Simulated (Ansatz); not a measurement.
`B[SiH](C)C` and `C[SiH2]C` differ in one atom or group.

Ansatz, PBE0-D4/def2-TZVP geometries, multiplicity 1. 

```csv
property,`B[SiH](C)C`
size of the dipole moment (ωB97M-V/def2-TZVPP) / D,0.77
HOMO energy (PBE/def2-TZVPP) / eV,-6.56
HOMO energy (PBE0/def2-TZVPP) / eV,-7.78
HOMO–LUMO gap (B3LYP/def2-TZVPP) / eV,5.23
HOMO–LUMO gap (ωB97M-V/def2-TZVPP) / eV,9.72
HOMO energy (ωB97M-V/def2-TZVPP) / eV,-9.96
```

Question: What does the change do to each property? (Best estimate.)

Answer: The calculation gave: 
```tsv
property	`C[SiH2]C`	shift
size of the dipole moment (ωB97M-V/def2-TZVPP) / D	0.79	0.02
HOMO energy (PBE/def2-TZVPP) / eV	-7.50	-0.94
HOMO energy (PBE0/def2-TZVPP) / eV	-8.82	-1.04
HOMO–LUMO gap (B3LYP/def2-TZVPP) / eV	9.36	4.13
HOMO–LUMO gap (ωB97M-V/def2-TZVPP) / eV	13.57	3.85
HOMO energy (ωB97M-V/def2-TZVPP) / eV	-11.08	-1.12
```

With PBE0 the HOMO falls by 1.04 eV and the LUMO rises by 3.24 eV, so the gap widens by about 4.28 eV. PBE moves the HOMO by -0.94 eV and ωB97M-V by -1.12 eV. Dipoles are sizes alone; their direction can turn.

B3LYP here is the variant with VWN-RPA as its local correlation; programs differ in this.
